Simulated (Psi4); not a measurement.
H₃Ga (SMILES [GaH3]), singlet, geometry from GFN2-xTB (such geometries of metal compounds can be far from the true shape); R2SCAN/6-31G* (Psi4).

Here is a job for Psi4.
```
memory 2 GB

molecule mol {
0 1
Ga    0.000000   -0.000000    0.000000
H     0.662182   -0.427565    1.353833
H    -0.300593    1.511378   -0.282030
H    -0.361589   -1.083813   -1.071803
}

set {
  basis 6-31g*
  reference rks
}

energy('r2scan')
print_variables()
```

It wrote (shortened):

```
   => Loading Basis Set <=

    Name: 6-31G*
    Role: ORBITAL
    Keyword: BASIS

         ---------------------------------------------------------
                                   SCF
               by Justin Turney, Rob Parrish, Andy Simmonett
                          and Daniel G. A. Smith
                              RKS Reference
         ---------------------------------------------------------

  ==> Geometry <==

    Molecular point group: cs
    Full point group: Cs

    Geometry (in Angstrom), charge = 0, multiplicity = 1:

       Center              X                  Y                   Z               Mass
    ------------   -----------------  -----------------  -----------------  -----------------
         GA           0.000000000000    -0.000000000000     0.000000000000    68.925573500000
         H           -1.506441242151    -0.429878362081     0.000000000000     1.007825032230
         H            0.380935633261     1.519555387192     0.000000000000     1.007825032230
         H            1.125505608890    -1.089677025112     0.000000000000     1.007825032230

  Running in cs symmetry.

  Rotational constants: A =      4.54378  B =      4.54378  C =      2.27189 [cm^-1]
  Rotational constants: A = 136219.13610  B = 136219.01147  C =  68109.53689 [MHz]
  Nuclear repulsion =   31.999753575998600

  Charge       = 0
  Multiplicity = 1
  Electrons    = 34
  Nalpha       = 17
  Nbeta        = 17

  ==> Algorithm <==

  SCF Algorithm Type is DF.
  DIIS enabled.
  MOM disabled.
  Fractional occupation disabled.
  Guess Type is SAD.
  Energy threshold   = 1.00e-06
  Density threshold  = 1.00e-06
  Integral threshold = 1.00e-12

  ==> Primary Basis <==

  Basis Set: 6-31G*
    Blend: 6-31G*
    Number of shells: 18
    Number of basis functions: 41
    Number of Cartesian functions: 41
    Spherical Harmonics?: false
    Max angular momentum: 2

  ==> DFT Potential <==

   => LibXC <=

    Version 7.1.2
    S. Lehtola, C. Steigemann, M. J. T. Oliveira, and M. A. L. Marques,  SoftwareX 7, 1–5 (2018) (10.1016/j.softx.2017.11.002)

   => Composite Functional: R2SCAN <=

    r2SCAN Meta-GGA XC Functional  (0.1021/acs.jpclett.0c02405)
    J. W. Furness, A. D. Kaplan, J. Ning, J. P. Perdew, J. Sun  J. Phys. Chem. Lett.  11, 8208–8215, 2020

    Deriv               =              1
    GGA                 =           TRUE
    Meta                =           TRUE

    Exchange Hybrid     =          FALSE
    MP2 Hybrid          =          FALSE

[...]
   @DF-RKS iter   3: -1923.82038135212406   -4.56009e+01   1.20622e-01 ADIIS
   @DF-RKS iter   4: -1926.31292528577546   -2.49254e+00   6.55419e-03 DIIS/ADIIS
   @DF-RKS iter   5: -1926.32048985039137   -7.56456e-03   9.33180e-04 DIIS/ADIIS
   @DF-RKS iter   6: -1926.32075432666397   -2.64476e-04   5.66831e-05 DIIS
   @DF-RKS iter   7: -1926.32075737085847   -3.04419e-06   6.22578e-06 DIIS
   @DF-RKS iter   8: -1926.32075738670164   -1.58432e-08   8.62694e-07 DIIS
  Energy and wave function converged.

  ==> Post-Iterations <==

   Electrons on quadrature grid:
      Ntotal   =   33.9999992823 ; deviation = -7.177e-07

    Orbital Energies [Eh]
    ---------------------

    Doubly Occupied:

[...]
    Virtual:

[...]
    Final Occupation by Irrep:
             Ap   App
    DOCC [    13,    4 ]
    NA   [    13,    4 ]
    NB   [    13,    4 ]

  @DF-RKS Final Energy: -1926.32075738670164

   => Energetics <=

    Nuclear Repulsion Energy =             31.9997535759986000
    One-Electron Energy =               -2748.1212584673139645
    Two-Electron Energy =                 865.8613603256111446
    DFT Exchange-Correlation Energy =     -76.0606128209974628
    Empirical Dispersion Energy =           0.0000000000000000
    VV10 Nonlocal Energy =                  0.0000000000000000
    Total Energy =                      -1926.3207573867016436

Computation Completed

Properties will be evaluated at   0.000000,   0.000000,   0.000000 [a0]

Properties computed using the SCF density matrix

 Multipole Moments:

 ------------------------------------------------------------------------------------
     Multipole            Electronic (a.u.)      Nuclear  (a.u.)        Total (a.u.)
 ------------------------------------------------------------------------------------

 L = 1.  Multiply by 2.5417464519 to convert [e a0] to [Debye]
 Dipole X            :          0.0000326           -0.0000000            0.0000326
 Dipole Y            :         -0.0000330            0.0000000           -0.0000330
 Dipole Z            :          0.0000000            0.0000000            0.0000000
 Magnitude           :                                                    0.0000464

 ------------------------------------------------------------------------------------

  Variable Map:
  ----------------------------------------------------------------------------
[...]
  Array Variable Map:
  ----------------------------------------------------------------------------
[...]
[...]
```
